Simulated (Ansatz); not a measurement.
Stepwise reaction of `[NH2][Sc]([NH2])[OH]` with hydrogen chloride, as a gas-phase model of exchange steps in deposition or etching. ΔE in kJ/mol; ΔG adds harmonic PBE0-D4 terms to CCSD(T)/CBS, at 1 bar.

Isolated molecules relaxed with PBE0-D4/def2-TZVP in Ansatz; ΔE leaves out vibrations. CBS: MP2 limit from def2 TZ/QZ plus the TZ coupled-cluster correction, frozen cores. This one scheme is used for every species. Functionals use def2-TZVPP. B3LYP here is the variant with VWN-RPA as its local correlation; programs differ in this. For Sc outer-core shells are correlated without core-valence functions, which leaves a few kJ/mol of doubt a bond. Scalar relativity is left out up to krypton. Each species was taken in one conformer, which may not be the lowest.

```csv
step,reaction,PBE-D4,B3LYP-D4,ωB97M-V,CCSD(T)/CBS,ΔG(400 K)
2,`[NH2][Sc]([OH])[Cl]` + HCl → `[OH][Sc]([Cl])[Cl]` + NH₃,-106.4,-109.1,-110.0,-110.3,-99.9
```

Problem. Give the row of step 1, `[NH2][Sc]([NH2])[OH]` + HCl → `[NH2][Sc]([OH])[Cl]` + NH₃. (Best estimate.)

Solution. The calculation gave: 
| step | reaction | PBE-D4 | B3LYP-D4 | ωB97M-V | CCSD(T)/CBS | ΔG(400 K) |
| --- | --- | --- | --- | --- | --- | --- |
| 1 | `[NH2][Sc]([NH2])[OH]` + HCl → `[NH2][Sc]([OH])[Cl]` + NH₃ | -127.9 | -130.4 | -131.2 | -129.0 | -118.5 |

Problem. By hand: ΔE of the 2 steps together at CCSD(T)/CBS.

Solution. (-129.0) + (-110.3) = -239.3 kJ/mol, or -119.7 kJ/mol a step.

In ΔE each step is higher than the one before. All are downhill at CCSD(T)/CBS. ΔG lies between -118.5 and -99.9 kJ/mol a step. PBE-D4 differs from CCSD(T)/CBS by 1.1 to 3.9 kJ/mol a step. Isolated molecules leave out the surface, adducts and barriers. Largest T1 diagnostic: 0.015.
